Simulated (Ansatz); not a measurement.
Ansatz (a quantum-chemistry and plane-wave program) input (HF/6-31G* with LANL2DZ past Ar): The .json file joins the Basis Set Exchange's 6-31G* for atoms up to Ar and LANL2DZ past it.

Ansatz 0.2 input:
```yaml
crystal:
  periodic: [false, false, false]
  atoms:
    - {symbol: Ta, position_ang: [0.17493171, -0.02795370, 0.21746498]}
    - {symbol: O, position_ang: [1.60372490, -0.73675753, -0.37620482]}
    - {symbol: O, position_ang: [-0.56848976, -1.08311798, 1.32663113]}
    - {symbol: Cl, position_ang: [-1.23834684, 0.97644846, -1.38107963]}
basis:
  gaussian:
    orbitals: 6-31Gs+LANL2DZ.json
hamiltonian:
  xc: {name: HF}
phonons: {temperatures: {t_min: 298.15, t_max: 298.15, t_step: 100}}
```

Output:

```
Functional definition: HF
integrals: 0.02 GiB planned
764 factors; integrals over basis functions are off by at most 2.5e-4 eV
mean field: 0.17 GiB planned
mean field evaluation 1: about -18124.3399 eV, gradient 7.4e1 eV
mean field evaluation 2: about -18124.3922 eV, gradient 7.4e1 eV
mean field evaluation 4: about -18136.1319 eV, gradient 3.6e0 eV
mean field evaluation 8: about -18136.2171 eV, gradient 2.6e-1 eV
mean field evaluation 16: about -18103.0794 eV, gradient 1.1e2 eV
mean field -18136.21814450 eV, -666.4937236403 hartree, gradient 2.0e-5 eV, S^2 0.000000; 0 other end points of the search recorded, 0 dependent functions left out
the calculation of the forces begins
reference -18136.21814450 eV, -666.4937236403 hartree; 23, 23 occupied and 48, 48 virtual orbitals, 764 factors
these checks for a lower state are left out or cut short: stability, starts, cluster_reference, orbital_swaps, neighbouring_geometries, increment
integrals: 0.02 GiB planned
764 factors; integrals over basis functions are off by at most 2.5e-4 eV
mean field: 0.17 GiB planned
mean field evaluation 32: about -18136.2181 eV, gradient 3.1e-4 eV
mean field -18136.21806900 eV, -666.4937208657 hartree, gradient 5.8e-6 eV, S^2 0.000000; 0 other end points of the search recorded, 0 dependent functions left out
the calculation of the forces begins
reference -18136.21806900 eV, -666.4937208657 hartree; 23, 23 occupied and 48, 48 virtual orbitals, 764 factors
these checks for a lower state are left out or cut short: stability, starts, cluster_reference, orbital_swaps, neighbouring_geometries, increment
integrals: 0.02 GiB planned
764 factors; integrals over basis functions are off by at most 2.5e-4 eV
mean field: 0.17 GiB planned
mean field -18136.21806768 eV, -666.4937208172 hartree, gradient 5.7e-6 eV, S^2 0.000000; 0 other end points of the search recorded, 0 dependent functions left out
the calculation of the forces begins
reference -18136.21806768 eV, -666.4937208172 hartree; 23, 23 occupied and 48, 48 virtual orbitals, 764 factors
these checks for a lower state are left out or cut short: stability, starts, cluster_reference, orbital_swaps, neighbouring_geometries, increment
integrals: 0.02 GiB planned
764 factors; integrals over basis functions are off by at most 2.5e-4 eV
mean field: 0.17 GiB planned
mean field -18136.21794215 eV, -666.4937162040 hartree, gradient 7.7e-6 eV, S^2 0.000000; 0 other end points of the search recorded, 0 dependent functions left out
the calculation of the forces begins
reference -18136.21794215 eV, -666.4937162040 hartree; 23, 23 occupied and 48, 48 virtual orbitals, 764 factors
these checks for a lower state are left out or cut short: stability, starts, cluster_reference, orbital_swaps, neighbouring_geometries, increment
integrals: 0.02 GiB planned
764 factors; integrals over basis functions are off by at most 2.5e-4 eV
mean field: 0.17 GiB planned
mean field -18136.21793942 eV, -666.4937161038 hartree, gradient 7.5e-6 eV, S^2 0.000000; 0 other end points of the search recorded, 0 dependent functions left out
the calculation of the forces begins
reference -18136.21793942 eV, -666.4937161038 hartree; 23, 23 occupied and 48, 48 virtual orbitals, 764 factors
these checks for a lower state are left out or cut short: stability, starts, cluster_reference, orbital_swaps, neighbouring_geometries, increment
integrals: 0.02 GiB planned
764 factors; integrals over basis functions are off by at most 2.5e-4 eV
mean field: 0.17 GiB planned
mean field -18136.21800738 eV, -666.4937186010 hartree, gradient 6.0e-6 eV, S^2 0.000000; 0 other end points of the search recorded, 0 dependent functions left out
the calculation of the forces begins
reference -18136.21800738 eV, -666.4937186010 hartree; 23, 23 occupied and 48, 48 virtual orbitals, 764 factors
these checks for a lower state are left out or cut short: stability, starts, cluster_reference, orbital_swaps, neighbouring_geometries, increment
integrals: 0.02 GiB planned
764 factors; integrals over basis functions are off by at most 2.5e-4 eV
mean field: 0.17 GiB planned
mean field evaluation 64: about -18136.2180 eV, gradient 1.9e-4 eV
mean field -18136.21801165 eV, -666.4937187582 hartree, gradient 6.6e-6 eV, S^2 0.000000; 0 other end points of the search recorded, 0 dependent functions left out
the calculation of the forces begins
reference -18136.21801165 eV, -666.4937187582 hartree; 23, 23 occupied and 48, 48 virtual orbitals, 764 factors
these checks for a lower state are left out or cut short: stability, starts, cluster_reference, orbital_swaps, neighbouring_geometries, increment
integrals: 0.02 GiB planned
764 factors; integrals over basis functions are off by at most 2.5e-4 eV
mean field: 0.17 GiB planned
mean field -18136.21810282 eV, -666.4937221084 hartree, gradient 3.8e-6 eV, S^2 0.000000; 0 other end points of the search recorded, 0 dependent functions left out
the calculation of the forces begins
reference -18136.21810282 eV, -666.4937221084 hartree; 23, 23 occupied and 48, 48 virtual orbitals, 764 factors
these checks for a lower state are left out or cut short: stability, starts, cluster_reference, orbital_swaps, neighbouring_geometries, increment
integrals: 0.02 GiB planned
764 factors; integrals over basis functions are off by at most 2.5e-4 eV
mean field: 0.17 GiB planned
mean field -18136.21810029 eV, -666.4937220155 hartree, gradient 2.6e-6 eV, S^2 0.000000; 0 other end points of the search recorded, 0 dependent functions left out
the calculation of the forces begins
reference -18136.21810029 eV, -666.4937220155 hartree; 23, 23 occupied and 48, 48 virtual orbitals, 764 factors
these checks for a lower state are left out or cut short: stability, starts, cluster_reference, orbital_swaps, neighbouring_geometries, increment
integrals: 0.02 GiB planned
764 factors; integrals over basis functions are off by at most 2.5e-4 eV
mean field: 0.17 GiB planned
mean field -18136.21811640 eV, -666.4937226074 hartree, gradient 4.0e-6 eV, S^2 0.000000; 0 other end points of the search recorded, 0 dependent functions left out
the calculation of the forces begins
reference -18136.21811640 eV, -666.4937226074 hartree; 23, 23 occupied and 48, 48 virtual orbitals, 764 factors
these checks for a lower state are left out or cut short: stability, starts, cluster_reference, orbital_swaps, neighbouring_geometries, increment
integrals: 0.02 GiB planned
764 factors; integrals over basis functions are off by at most 2.5e-4 eV
mean field: 0.17 GiB planned
mean field -18136.21811401 eV, -666.4937225198 hartree, gradient 3.3e-6 eV, S^2 0.000000; 0 other end points of the search recorded, 0 dependent functions left out
the calculation of the forces begins
reference -18136.21811401 eV, -666.4937225198 hartree; 23, 23 occupied and 48, 48 virtual orbitals, 764 factors
these checks for a lower state are left out or cut short: stability, starts, cluster_reference, orbital_swaps, neighbouring_geometries, increment
integrals: 0.02 GiB planned
764 factors; integrals over basis functions are off by at most 2.5e-4 eV
mean field: 0.17 GiB planned
mean field evaluation 96: about -18136.2181 eV, gradient 2.2e-6 eV
mean field -18136.21810828 eV, -666.4937223092 hartree, gradient 5.7e-6 eV, S^2 0.000000; 0 other end points of the search recorded, 0 dependent functions left out
the calculation of the forces begins
reference -18136.21810828 eV, -666.4937223092 hartree; 23, 23 occupied and 48, 48 virtual orbitals, 764 factors
these checks for a lower state are left out or cut short: stability, starts, cluster_reference, orbital_swaps, neighbouring_geometries, increment
integrals: 0.02 GiB planned
764 factors; integrals over basis functions are off by at most 2.5e-4 eV
mean field: 0.17 GiB planned
mean field -18136.21810690 eV, -666.4937222585 hartree, gradient 5.2e-6 eV, S^2 0.000000; 0 other end points of the search recorded, 0 dependent functions left out
the calculation of the forces begins
reference -18136.21810690 eV, -666.4937222585 hartree; 23, 23 occupied and 48, 48 virtual orbitals, 764 factors
these checks for a lower state are left out or cut short: stability, starts, cluster_reference, orbital_swaps, neighbouring_geometries, increment
integrals: 0.02 GiB planned
764 factors; integrals over basis functions are off by at most 2.5e-4 eV
mean field: 0.17 GiB planned
mean field -18136.21813940 eV, -666.4937234528 hartree, gradient 2.3e-6 eV, S^2 0.000000; 0 other end points of the search recorded, 0 dependent functions left out
the calculation of the forces begins
reference -18136.21813940 eV, -666.4937234528 hartree; 23, 23 occupied and 48, 48 virtual orbitals, 764 factors
these checks for a lower state are left out or cut short: stability, starts, cluster_reference, orbital_swaps, neighbouring_geometries, increment
integrals: 0.02 GiB planned
764 factors; integrals over basis functions are off by at most 2.5e-4 eV
mean field: 0.17 GiB planned
mean field -18136.21813898 eV, -666.4937234373 hartree, gradient 2.2e-6 eV, S^2 0.000000; 0 other end points of the search recorded, 0 dependent functions left out
the calculation of the forces begins
reference -18136.21813898 eV, -666.4937234373 hartree; 23, 23 occupied and 48, 48 virtual orbitals, 764 factors
Total energy: -18136.21814450 eV, -666.4937236403 hartree
Atom 0 at     0.174932    -0.027954     0.217465 Å, force     0.000215    -0.001118     0.000047 eV/Å
Atom 1 at     1.603725    -0.736758    -0.376205 Å, force    -0.000983     0.000494     0.000459 eV/Å
Atom 2 at    -0.568490    -1.083118     1.326631 Å, force     0.000558     0.000740    -0.000750 eV/Å
Atom 3 at    -1.238347     0.976448    -1.381080 Å, force     0.000210    -0.000116     0.000244 eV/Å
Dipole moment:     0.209279     0.894413     0.448892 e Å
Vibrations: 116.85 166.89 323.91 393.53 1037.94 1106.59 cm⁻¹, zero-point energy 0.195009 eV
```

The blocks after the first are displaced geometries, from whose forces the wavenumbers follow.
